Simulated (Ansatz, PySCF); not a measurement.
This PySCF input computes a SVWN5/def2-TZVPD energy:

```python
from pyscf import gto, scf, dft

mol = gto.M(
    atom='''
    F    -1.90484661   -1.05629693    0.00370976
    C    -1.21809705    0.00093282   -0.01148083
    F    -1.90281836    1.05921285   -0.03959781
    I     0.78448240   -0.00060076    0.00739391
    ''',
    basis='def2-tzvpd',
    ecp='def2-tzvp',
    charge=1,
    spin=0,
    verbose=4,
)

mf = dft.RKS(mol, xc='svwn').density_fit(auxbasis='def2-universal-jkfit')
mf.grids.level = 3
mf.conv_tol = 1e-9
mf.max_cycle = 100
mf.max_memory = 1500
mf.kernel()
if not mf.converged:
    mf = mf.newton()
    mf.kernel(mf.make_rdm1())
mf.analyze()
```

**Question.** Write an input for the same energy in Ansatz (a first-principles code) and say what it gives.

**Answer.** 
Ansatz 0.2 input:
```yaml
crystal:
  periodic: [false, false, false]
  atoms:
    - {symbol: F, position_ang: [-1.90484661, -1.05629693, 0.00370976]}
    - {symbol: C, position_ang: [-1.21809705, 0.00093282, -0.01148083]}
    - {symbol: F, position_ang: [-1.90281836, 1.05921285, -0.03959781]}
    - {symbol: I, position_ang: [0.78448240, -0.00060076, 0.00739391]}
basis:
  gaussian:
    orbitals: def2-TZVPD
hamiltonian:
  xc: {name: SVWN5}
total_charge: 1
output: {forces: true}
```
It gives -533.24361 Eh, and PySCF -533.24366 Eh, a difference of 0.05 mEh, from the treatment of integrals and grids.
